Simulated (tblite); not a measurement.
Species: C11H16N (charge +1).
Atom-mapped SMILES: `[CH:1]#[C:2]/[CH:3]=[CH:4]/[CH:5]=[CH:6]/[CH:7]=[CH:8]/[N+:9]([CH3:10])([CH3:11])[CH3:12]` (hydrogens: H13 on C1; H14 on C3; H15 on C4; H16 on C5; H17 on C6; H18 on C7; H19 on C8; H20, H21, H22 on C10; H23, H24, H25 on C11; H26, H27, H28 on C12)

The geometry is computed with GFN2-xTB (gas phase).

Problem. What internal coordinates does the optimisation give?

Solution. 
```tsv
bond	length (Å)
C1≡C2	1.204
C2–C3	1.398
C3=C4	1.351
C4–C5	1.422
C5=C6	1.354
C6–C7	1.426
C7=C8	1.339
C8–N9	1.468
N9–C10, N9–C11, N9–C12	1.477
C1–H13	1.050
C3–H14	1.084
C4–H15	1.082
C5–H16	1.084
C6–H17	1.081
C7–H18	1.081
C8–H19	1.077
C10–H20 and 8 like bonds	1.089
```

Bonds in one row agree within 0.01 Å and their mean is given. A selection of angles:
```tsv
angle	degrees
C1–C2–C3	179.5
C2–C3–C4	123.3
C3–C4–C5	122.7
C4–C5–C6	123.7
C5–C6–C7	122.9
C6–C7–C8	122.7
C7–C8–N9	125.6
C8–N9–C10	108.7
C8–N9–C12	112.0
C10–N9–C11	109.4
```

Dihedral angles: C2–C3–C4–C5 180° (antiperiplanar); C3–C4–C5–C6 180° (antiperiplanar); C4–C5–C6–C7 180° (antiperiplanar); C5–C6–C7–C8 180° (antiperiplanar); C6–C7–C8–N9 -179° (antiperiplanar); C7–C8–N9–C10 86° (synclinal). The mirror-image conformer, all signs reversed, is as good.

C6 (alkene CH carbon) is planar (angles 122.9°, 119.6° and 117.5°, sum 360.0°, 0.00 Å off the plane of its three neighbours). C8 (vinylic carbon bearing nitrogen) is planar (angles 125.6°, 120.9° and 113.5°, sum 359.9°, 0.02 Å off the plane of its three neighbours). C4 (alkene CH carbon) is planar (angles 122.7°, 119.5° and 117.8°, sum 360.0°, 0.00 Å off the plane of its three neighbours). C7 (alkene CH carbon) is planar (angles 122.7°, 121.5° and 115.8°, sum 360.0°, 0.00 Å off the plane of its three neighbours). Of the pairs four or more bonds apart, H18···H28 is among the closest relative to their van der Waals radii: 2.18 Å, 91 % of the sum of Bondi's values. C3 (alkene CH carbon) is planar (angles 123.3°, 120.8° and 116.0°, sum 360.0°, 0.00 Å off the plane of its three neighbours). The C–C distances run from 1.204 Å (C1≡C2, drawn triple) to 1.426 Å (C6–C7, drawn single), a spread of 0.222 Å.

Point group: C1 (no symmetry element, even within 0.4 Å). GFN2-xTB frequencies show an imaginary mode (40i cm⁻¹), so the point is no minimum at that level.
